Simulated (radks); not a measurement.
Results of a calculation; reference values are marked as such.
Valence configurations of Ge+ (all share [Ar]). Code: a radial shooting solver on a logarithmic mesh with Libxc functionals. Model: scalar-relativistic Kohn-Sham, PBE, spin-polarised, spherical densities, point nucleus; open shells are filled with parallel spins first. Energies are relative to 3d10 4s2 4p1; eigenvalues in eV for spin up.

| valence | E (eV) | moment (Bohr magnetons) | e(3d) | e(4p) | e(4s) |
|---|---|---|---|---|---|
| 3d10 4s2 4p1 | 0.000 | 1 | -38.321 | -11.671 | -20.274 |
| 3d10 4s1.5 4p1.5 | 3.603 | 2 | -39.141 | -12.378 | -21.124 |
| 3d10 4s1 4p2 | 6.792 | 3 | -39.877 | -12.973 | -21.872 |
| 3d10 4s0.5 4p2.5 | 11.257 | 3 | -40.689 | -13.337 | -22.297 |
| 3d9.5 4s2 4p1.5 | 14.150 | 2 | -43.732 | -12.831 | -21.932 |
| 3d10 4p3 | 15.751 | 3 | -41.485 | -13.689 | - |
| 3d9.5 4s0.5 4p3 | 25.593 | 4 | -45.938 | -14.356 | -23.792 |
| 3d9 4s2 4p2 | 30.104 | 3 | -49.279 | -13.938 | -23.522 |
| 3d9.5 4p3.5 | 31.740 | 3 | -46.881 | -14.512 | - |
| 3d9 4s1 4p3 | 36.776 | 5 | -50.590 | -15.023 | -24.864 |

NIST lists [Ar] 3d10 4s2 4p1 as the ground configuration; this level of theory agrees among the configurations tried. The energies are those of spherical high-spin densities, not of single terms.
